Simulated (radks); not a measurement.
Results of a calculation; reference values are marked as such.
Te V, configuration [Kr] 4d10 5s2 (the NIST ground configuration). Code: a radial shooting solver on a logarithmic mesh with Libxc functionals. Model: non-relativistic Kohn-Sham, exchange-only PBE, spin-polarised, spherical densities, point nucleus; relativity is left out, which matters for an element this heavy.

Unscreened Slater integrals over Kohn-Sham orbitals (cm^-1). They are taken over the spin-up orbitals.

integral    value
F0(5s,5s)  101450
F0(5s,4d)  123570
G2(5s,4d)   14616
F0(5s,4p)  125890
G1(5s,4p)  9144.9
F0(5s,4s)  126600
G0(5s,4s)  6439.2
F0(4d,4d)  207530
F2(4d,4d)  105160
F4(4d,4d)   69736
F0(4d,4p)  220810
F2(4d,4p)  112620
G1(4d,4p)  143450
G3(4d,4p)   88940
F0(4d,4s)  225210
G2(4d,4s)  109990
F0(4p,4p)  236990
F2(4p,4p)  124600
F0(4p,4s)  242400
G1(4p,4s)  165780
F0(4s,4s)  248250
